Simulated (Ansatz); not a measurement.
Cartesian coordinates (Å):
```xyz
13

B     -0.4165     1.5533     0.2526
C     -0.0727     0.1308    -0.2679
C     -1.0335    -0.9854     0.1451
C      1.3892    -0.2982    -0.1330
H      0.4235     2.3991     0.2989
H     -1.5417     1.8417     0.5245
H     -0.2560     0.3417    -1.3446
H     -0.8492    -1.9003    -0.4219
H     -2.0737    -0.6943    -0.0030
H     -0.9040    -1.2266     1.2024
H      1.5922    -1.2077    -0.7023
H      1.6288    -0.5086     0.9117
H      2.0693     0.4809    -0.4781
```
Charge 0, multiplicity 1.

Computed with frozen-core CCSD(T)/cc-pVTZ // M06-2X/def2-TZVP (Ansatz, an electronic-structure program).

```
Quantity                        Value
----------------------  -------------
HF energy               -143.55592 Ha
MP2 correlation energy    -0.63781 Ha
```

Problem. Estimate the CCSD correlation energy, the (T) correction, the total energy and the T1 diagnostic.

Solution. 
```yaml
CCSD correlation energy: -0.68957 Ha
"(T) correction": -0.02539 Ha
CCSD(T) total energy: -144.27087 Ha
T1 diagnostic: 0.009
```
